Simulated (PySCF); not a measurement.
**Radial density of Mn⁺ (manganese, charge +1)**

M06-L, [Ar] 3d5 4s1, high-spin 7S determinant. Computed with PySCF 2.14 in x2c-SVPall (5s3p3d1f, 36 functions), with scalar relativity by spin-free X2C-1e.

```tsv
r (bohr)	4πr²ρ (e/bohr)	4πr²(ρα − ρβ)
0.000970	0.1556	0.0001
0.00163	0.4244	0.0002
0.00274	1.100	0.0005
0.00461	2.653	0.0013
0.00776	6.116	0.0029
0.0131	12.74	0.0057
0.0220	22.43	0.0091
0.0369	29.72	0.0091
0.0621	26.86	0.0034
0.105	23.51	0.0227
0.176	32.70	0.2123
0.296	23.14	0.9994
0.497	11.61	3.1219
0.836	14.43	4.2271
1.41	4.860	2.3584
2.37	0.9225	0.8467
3.98	0.2104	0.2104
6.70	0.001064	0.0011
11.3	2.292e-05	0.0000
```

Densities and radii are taken from the X2C orbitals without a picture-change correction, which distorts them close to the nucleus.
